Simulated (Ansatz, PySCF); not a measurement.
Species: C₃HO, net charge -1, singlet state. It need not be the lowest isomer of its formula. Whether it binds its extra electron was not tested at this geometry. 
Structure (B3LYP-D3(BJ)/def2-TZVP (Ansatz, a first-principles code) minimum search):
```
C
C 1 1.2720
O 2 1.2123 1 172.25
C 1 1.3450 2 164.56 3 180.00
H 4 1.1169 1 109.29 2 180.00
```
Charge -1, spin multiplicity 1.

Total electronic energies in hartree. Correlated levels leave the core frozen unless marked. No spin-orbit coupling. Non-relativistic. CBS marks a two-point X^-3 extrapolation of the correlation energy; Hartree-Fock from the larger set. [CCSD(T)-MP2]/basis is that difference in the basis named.

The Hartree-Fock reference is unstable (checked in the largest basis), which strains HF and MP2. 

| level | program | energy (Eh) |
|---|---|---|
| PBE/def2-TZVPD | Ansatz | -189.90360 |
| BLYP-D3(BJ)/def2-TZVPD | Ansatz + dftd3 | -190.09237 |
| BLYP/def2-TZVPD | Ansatz | -190.08657 |
| TPSS/def2-TZVPD | PySCF | -190.15226 |
| M06-L/def2-TZVPD | PySCF | -190.09323 |
| PBE0-D3(BJ)/def2-TZVPD | Ansatz + dftd3 | -189.89565 |
| PBE0/def2-TZVPD | Ansatz | -189.89338 |
| LC-wPBE-D4/def2-TZVPD | Ansatz + dftd4 | -189.96971 |
| LC-wPBE/def2-TZVPD | Ansatz | -189.96619 |
| B2GP-PLYP-D3(BJ)/def2-TZVPD | Ansatz + dftd3 | -189.93159 |
| B2GP-PLYP-D4/def2-TZVPD | Ansatz + dftd4 | -189.93122 |
| RI-MP2/cc-pVTZ | Ansatz | -189.66809 |
| CCSD/cc-pVTZ | Ansatz | -189.67497 |
| CCSD(T)/cc-pVDZ | PySCF | -189.52172 |
| RI-MP2/CBS(aug-cc-pVTZ,aug-cc-pVQZ)+[CCSD(T)-MP2]/aug-cc-pVTZ | Ansatz | -189.8192 |

Totals of different functionals don't rank their quality; only differences between species are comparable.
